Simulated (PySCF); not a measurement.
Polarisability and C₆ of Re²⁺ (rhenium, charge +2)

[Xe] 4f14 5d5, high-spin 6S determinant. All numbers are calculated (PySCF 2.14, a scalar-relativistic core potential, in def2-TZVPPD with the def2 core potential (60 electrons) (6s5p3d2f1g, 59 functions)). Coupled (time-dependent) response in atomic units; α is the mean over directions.

```json
{"method": "M06-L", "mean α (bohr³)": "10.85", "C₆ (like pair)": "67.63", "S(−4)": "38.10"}
```

S(−4) is the Cauchy moment in α(ω) = α(0) + S(−4) ω² + …

α(iu) at M06-L:

```
u (hartree)  α(iu) (bohr³)
          0          10.85
     0.0500          10.75
      0.100          10.49
      0.200          9.633
      0.300          8.643
      0.500          6.936
      0.750          5.414
       1.00          4.325
       1.50          2.892
       2.00          2.038
       3.00          1.142
       5.00         0.4902
```

A single London oscillator, α(iu) = α/(1 + u²/ω²), gives C₆ = (3/4) ω α². Matching the computed C₆ needs ω = 4 × 67.63 / (3 × 10.85²) = 0.766 hartree.

For an ion, C₆ is the dispersion term alone; charge-induced terms of lower order in 1/R come first.

Energies and moments cover only the electrons outside the core potential. Spin-orbit coupling, which splits the p, d and f shells strongly at this Z, is absent.
